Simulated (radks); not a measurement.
Values are calculated unless marked as measured or tabulated.
Initial-state core-level shifts of the chromium ion Cr+ when its valence configuration changes from [Ar] 3d5. Level of theory: non-relativistic Kohn-Sham, r2SCAN, spin-polarised, spherical densities, point nucleus; open shells are filled with parallel spins first; meta-GGA in the generalised Kohn-Sham scheme (a radial shooting solver on a logarithmic mesh with Libxc functionals). Shifts are changes of the shell-averaged eigenvalues in eV (positive: less bound); the change of the density at the nucleus, which sets a Mossbauer isomer shift, is in e/bohr^3, on a base of 9314.

| valence | 2s | 2p | 3s | 3p | density at nucleus |
|---|---|---|---|---|---|
| 3d3 4s2 | -14.475 | -14.357 | -12.469 | -12.034 | +12.9468 |
| 3d3 4s1.5 4p0.5 | -15.052 | -14.933 | -13.026 | -12.582 | +10.6239 |
| 3d4.5 4p0.5 | -3.658 | -3.634 | -3.389 | -3.294 | +0.4863 |
| 3d4 4s1 | -6.437 | -6.380 | -5.671 | -5.466 | +6.0620 |
| 3d4.5 4s0.5 | -3.059 | -3.031 | -2.732 | -2.635 | +2.8285 |
| 3d4 4s0.5 4p0.5 | -7.052 | -6.997 | -6.328 | -6.123 | +3.5466 |
| 3d4 4p1 | -7.659 | -7.607 | -6.978 | -6.773 | +1.1301 |
| 3d3.5 4s1.5 | -10.319 | -10.232 | -9.021 | -8.710 | +9.0946 |
| 3d3.5 4s0.5 4p1 | -11.391 | -11.305 | -10.105 | -9.777 | +4.4998 |
